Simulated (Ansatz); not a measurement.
System: germane, GeH4, charge 0, multiplicity 1. 
Coordinates optimised at B3LYP-D3(BJ)/def2-TZVP (Ansatz, an electronic-structure program):
SMILES: [GeH4]
```xyz
5

Ge     0.0000     0.0000     0.0000
H     -0.6208    -0.8994    -1.0791
H      0.5682    -0.8726     1.1290
H     -1.0772     0.9355     0.5687
H      1.1298     0.8365    -0.6186
```

Basis-set convergence of Hartree-Fock and CCSD(T) correlation energies (hartree) with Ansatz. Correlated levels leave the core frozen unless marked. No spin-orbit coupling. The frozen core is the preceding noble-gas configuration, with the filled d and f shells of earlier blocks. Non-relativistic.

```tsv
basis	functions	E(HF)	E(corr, CCSD(T))
def2-SVP	52	-2077.41375	-0.14446
def2-TZVPP	104	-2077.67888	-0.17102
def2-QZVPP	209	-2077.72177	-0.17808
```

Extrapolating the two largest sets (X = 3 and 4) as X^-3: E(corr) = (64·(-0.17808) - 27·(-0.17102))/37 = -0.1832 Eh, an estimate of the basis-set limit. The largest set recovers 97.2 % of it, the smallest 78.8 %.
